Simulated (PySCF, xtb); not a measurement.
GeH, SMILES [GeH] (connectivity only; charge and spin as stated), neutral, multiplicity 2.

Harmonic wavenumbers (cm⁻¹) from GFN2-xTB (xtb 6.7.1) at its own minimum, in rising order: 1495.

Q: What does PBE-D3(BJ)/def2-TZVPD (PySCF) give at its own minimum? (The exact figures need the calculation; the answer reports its results.)

A: 1827. Paired by order, the mean absolute difference is 332 cm⁻¹ and the zero-point energies are 2.1 and 2.6 kcal/mol.
